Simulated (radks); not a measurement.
Values are calculated unless marked as measured or tabulated.
These are the eigenvalues of the occupied orbitals of an atom or ion with whole-number occupations (hartree). Level of theory: scalar-relativistic Kohn-Sham, BLYP, spin-polarised, spherical densities, finite nucleus; Fermi nuclear charge, rms radius of each element as measured or else 0.836 A^(1/3) + 0.57 fm (a radial shooting solver on a logarithmic mesh with Libxc functionals).

| orbital | eigenvalue |
|---|---|
| 1s | -1266.153 |
| 2s | -199.4533 |
| 2p | -179.2856 |
| 3s | -43.02798 |
| 3p | -36.51353 |
| 3d | -26.84695 |
| 4s | -10.02793 |
| 4p | -7.95818 |
| 4d | -4.93112 |
| 5s | -3.17207 |

Which element is it, and in what charge state? The configuration may be excited. Open shells, if any, are filled with parallel spins first.

Answer. Z = 54, xenon, charge +6: Xe6+ in [Kr] 4d10 5s2. The list shows which subshells hold electrons but not how many an open one holds; the 1s level, -1266.2 hartree, gives Z - s = 50.3 by -(Z - s)^2/2, which with screening and relativity narrows Z to a few neighbours, and the depths of the outer levels then fix element, charge and occupations together.
